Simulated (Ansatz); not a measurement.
## Reading a saddle point

A first-order saddle point of SiNH₇O₂, singlet, PBE0-D4/def2-TZVP, with one imaginary mode of 971i cm⁻¹:

```xyz
11
angstrom
Si -0.5527 -0.5989 0.0841
O 1.4315 -0.0272 0.4256
H 0.0281 -1.7289 -0.6915
H -2.0162 -0.7304 -0.2278
O -0.7009 -0.5117 1.7178
H 0.8719 0.8296 -0.3751
N -0.2305 1.0084 -0.8135
H 2.0924 -0.6111 0.0491
H 0.1658 -0.3881 2.1190
H -0.3304 0.9578 -1.8199
H -0.7590 1.8005 -0.4679
```

Program: Ansatz 0.2.0. Basis: def2-TZVPP and def2-QZVPP. Cores are frozen in the correlated methods. Extrapolation: Hartree–Fock as exp(−7.88 √X), correlation as X^−2.97.

**Question.** Which contacts change along the imaginary mode, and what lies on either side? (Judge from chemistry; the calculation decides.)

**Answer.** By the calculation: The step is SiH₄O₂ ([OH][SiH2][OH]) + NH₃ → SiNH₅O ([NH2][SiH2][OH]) + H₂O, with the molecules in contact on both sides. Shortening one way: Si1–N7, O2–H6; lengthening the same way: Si1–O2, H6–N7.
| pair | one side (Å) | saddle (Å) | other side (Å) |
| --- | --- | --- | --- |
| Si1–N7 | 2.13 | 1.87 | 1.74 |
| O2–H6 | 2.62 | 1.30 | 0.98 |
| Si1–O2 | 1.67 | 2.09 | 3.34 |
| H6–N7 | 1.01 | 1.20 | 2.01 |

**Question.** Which side is lower, and how far does the saddle lie above each? (Judge from chemistry; the value comes from the calculation.)

**Answer.** Computed: The side with Si1–O2, H6–N7 short is lower by 0.269 eV; the saddle lies 1.439 eV above it and 1.170 eV above the other (CCSD(T) at an estimated basis limit (MP2 extrapolated from triple and quadruple zeta, plus CCSD(T) − MP2 in triple zeta); electronic energies).

No T1 diagnostic of these runs exceeds 0.012.

Labels in which every atom is bracketed show which atoms are joined, not bond orders.

For scale, one of the runs: CCSD(T)/def2-TZVPP, 233 basis functions, launched by `ansatz run in.yaml --threads 4 --pin off --events-out ev --progress --plain --max-ram 9574MiB`. Time: 88 s of wall clock on 4 CPU threads of an Arm Neoverse V2; the host was shared. Peak host memory: 4.2 GiB.
